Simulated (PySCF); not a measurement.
Work out the structure from these simulated measurements.

Formula: C5H13BF2OSi.

| Quantity | Value |
| --- | --- |
| NMR, other nuclei | isotropic shieldings of nuclei other than C and H, by class: 74 (1 B), 262 (1 O), 228 (2 F), 338 (1 Si) ppm [GIAO KT2/pcSseg-1] |
| 13C NMR | chemical shifts (computed TMS as zero) by class: 60.5 (1 C), 19.8 (1 C), -1.4 (3 C) ppm [GIAO KT2/pcSseg-1] |
| Rotational structure | rotational constants A, B, C: 2.305, 0.394, 0.379 GHz [PBE0-D3(BJ)/def2-SVP] |
| UV, strongest line | among the 10 lowest singlet transitions: S9 at 8.71 eV (142 nm, f = 0.098) [TDDFT wB97X-D/def2-SVPD] |
| Dipole | 1.93 D [wB97X-D/def2-SVPD] |
| Valence photoelectron | vertical ionisation energy: 9.72 eV [ΔSCF wB97X-D/def2-SVPD] |
| UV, first state | lowest singlet excitation: 7.59 eV (163 nm, f = 0.009) [TDDFT wB97X-D/def2-SVPD] |
| 1H NMR | chemical shifts (computed TMS as zero) by class: 3.77 (2 H), 1.44 (2 H), 0.10 (9 H) ppm [GIAO KT2/pcSseg-1] |
| Triplet | lowest triplet excitation (Tamm–Dancoff): 7.52 eV [TDA wB97X-D/def2-SVPD] |

Electronic properties: PySCF, gas phase, density fitting. Levels stand in brackets. The structure is a single PBE0-D3(BJ)/def2-SVP conformer in the gas phase; no vibrational or solvent corrections. Each NMR value is the plain mean over a class of atoms that symmetry, rotation or inversion makes alike.

**Question.** Propose a structure and show how it fits.

**Answer.** Numbering: `[CH3:1][Si:2]([CH3:3])([CH3:4])[O:5][CH2:6][CH2:7][B:8]([F:9])[F:10]`. 5 carbons fall into 3 classes; from least to most shielded: sp3 carbon bound to oxygen [C6] (60.5 ppm), sp3 carbon bound to boron [C7] (19.8 ppm), Si-methyl carbon [C1/C3/C4] (-1.4 ppm, 3 C, up to 2.2 ppm apart in this geometry). Hydrogen classes from least to most shielded: 2 H on an sp3 carbon bound to oxygen, C6 (3.77 ppm), 2 H on an sp3 carbon bound to boron, C7 (1.44 ppm), 9 H on 3 Si-methyl carbons, C1/C3/C4 (0.10 ppm, a mean of values up to 0.6 ppm apart in this geometry). The other shieldings belong to: 74 ppm, three-coordinate boron [B8]; 262 ppm, silyl ether oxygen [O5]; 228 ppm, boron-bound fluorine [F9/F10]; 338 ppm, oxygen-bound silicon [Si2]. The first electron is taken from the HOMO, whose largest Löwdin shares are 0.43 on the silyl ether oxygen, 0.11 on an Si-methyl carbon, 0.10 on an Si-methyl carbon and 0.10 on the sp3 carbon bound to oxygen. The optimised geometry has point group C1 and is an asymmetric top. Structure: `C[Si](C)(C)OCCB(F)F`. The assignments are read from this structure; whether some other isomer fits the data as well wasn't checked.

The values belong to the conformer `[CH3:1][Si:2]([CH3:3])([CH3:4])[O:5][CH2:6][CH2:7][B:8]([F:9])[F:10]`: C1–Si2–O5–C6 -58°, Si2–O5–C6–C7 -178°, O5–C6–C7–B8 -177°, C6–C7–B8–F9 -177°.
